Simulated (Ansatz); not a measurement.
Ideal-gas functions of `[CH3][Ga][SH]` radical at 298.15 K and 1 bar, from an Ansatz frequency run at PBE0-D4/def2-TZVP.

Molar mass 117.83 g/mol, point group Cs (symmetry number 1), electronic degeneracy 2, moments of inertia 35.567, 164.575, 196.949 u Å². Harmonic wavenumbers (cm⁻¹, unscaled): 61, 131, 246, 365, 522, 591, 631, 731, 1173, 1430, 1444, 2689, 3048, 3139, 3169.

Use S(trans) = R[1.5 ln M + 2.5 ln T − 1.1517]; rotational temperatures θ = 24.2544 K / I; S(rot) = R[ln(√π/σ · √(T³/θAθBθC)) + 1.5]; for each mode x = 1.438777 ν̃/T, S = R[x/(eˣ − 1) − ln(1 − e⁻ˣ)] and H = RT x/(eˣ − 1); 1 cm⁻¹ = 0.0119627 kJ/mol; R = 8.31446 J/(mol·K).

By hand: the entropy, in J/(mol·K).

Translation 168.3. Rotation: θ = 0.6819, 0.1474, 0.1232 K, giving 106.5. Vibration, mode by mode: 18.51, 12.26, 7.36, 4.61, 2.53, 1.95, 1.67, 1.14, 0.19, 0.07, 0.06, 0.00, 0.00, 0.00, 0.00, in all 50.4. Electronic 5.8. Sum 331.0 J/(mol·K).

By hand: H − E and G − E in kJ/mol, counted from the electronic energy.

Zero-point energy ½ × 19370 × 0.0119627 = 115.9; thermal vibration 7.8; translation, rotation and pV give 4 RT = 9.9. H − E = 133.6 kJ/mol, and G − E = 133.6 − 298.15 × 331.0/1000 = 34.9 kJ/mol.

Vibration gives 15 % of the entropy, 30.8 J/(mol·K) of it from the modes under 150 cm⁻¹: soft modes count most, and the harmonic formula is weakest for them. The sum counts one conformer and one mirror image; others add a mixing term.
